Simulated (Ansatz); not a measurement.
`Br[SiH]1CO1` + HCl → `Cl[SiH]1CO1` + HBr at 298.15 K and 1 bar (ligand exchange at the Si–Br bond).

Program: Ansatz. Geometries: PBE0-D4/def2-TZVP. ΔE: electronic, gas phase. CCSD(T)/CBS is the MP2 limit (def2-TZVPP, def2-QZVPP) plus CCSD(T) − MP2 in def2-TZVPP, frozen cores. This one scheme is used for every species. For Br outer-core shells are correlated without core-valence functions, which leaves a few kJ/mol of doubt a bond. Scalar relativity is left out up to krypton.

| species | CCSD(T)/CBS energy (Eh) | H − E (kJ/mol) | S (J/(mol·K)) |
| --- | --- | --- | --- |
| `Br[SiH]1CO1` | -2977.45276 | 121.8 | 309.9 |
| HCl | -460.38127 | 26.6 | 186.8 |
| `Cl[SiH]1CO1` | -863.91561 | 122.6 | 298.0 |
| HBr | -2573.91920 | 24.6 | 198.6 |

H − E and S are ideal-gas, rigid-rotor, harmonic terms from PBE0-D4/def2-TZVP, for one conformer and one mirror image of each species. 1 Eh = 2625.50 kJ/mol, R = 8.31446 J/(mol·K).

By hand: ΔE, ΔH, ΔS and ΔG.

ΔE = (-863.91561) + (-2573.91920) − (-2977.45276) − (-460.38127) = -0.00078 Eh = -2.0 kJ/mol. Δ(H − E) = 122.6 + 24.6 − 121.8 − 26.6 = -1.2, so ΔH = -3.2 kJ/mol. ΔS = 298.0 + 198.6 − 309.9 − 186.8 = -0.1 J/(mol·K). ΔG = -3.2 − 298.15 × (-0.1)/1000 = -3.2 kJ/mol.

By hand: the equilibrium constant, and the temperature at which ΔG would vanish if ΔH and ΔS stayed fixed.

log₁₀ K = −ΔG/(RT ln 10) = 0.6. ΔG = 0 at ΔH/ΔS = 32000 K, far beyond where these terms or the molecules hold.

The number of gas molecules stays the same, so ΔS is small and ΔH decides. The sign of ΔG lies within the doubt. A doubt of 5 kJ/mol in ΔE shifts log₁₀ K by 0.9 here. Other conformers and mirror images would add mixing entropy, several J/(mol·K) or more a flexible species. These are equilibria of isolated gas molecules and say nothing of rates. Largest T1 diagnostic: 0.013 (customary marks: 0.02 for closed shells, 0.045 for open ones).
